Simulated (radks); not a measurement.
Question: Spherical quantum dot in the effective-mass picture: electrons in a parabolic well V = omega^2 r^2 / 2 with omega = 0.242, all in effective atomic units (hartree* = m*/eps^2 hartree, bohr* = eps/m* bohr), one dielectric constant everywhere. Method: non-relativistic Kohn-Sham, exchange-only LDA, spin-polarised, spherical densities; computed with a radial shooting solver with Libxc functionals. Levels are named by radial order and angular momentum (1s, 1p, 1d, 2s, ...), and open shells are averaged over m. Results are scaled to m* = 0.126 and eps = 15.9, for which hartree* = 13.56 meV and bohr* = 6.678 nm. At N = 30 the configuration is 1s2 1p6 1d10 2s2 1f(up 7, down 3). Does electron 31 go into 1f down or 2p up or 2p down?

Answer: Into 1f down. The total energies of the other choices lie higher by 0.389 meV (2p up), 0.528 meV (2p down).
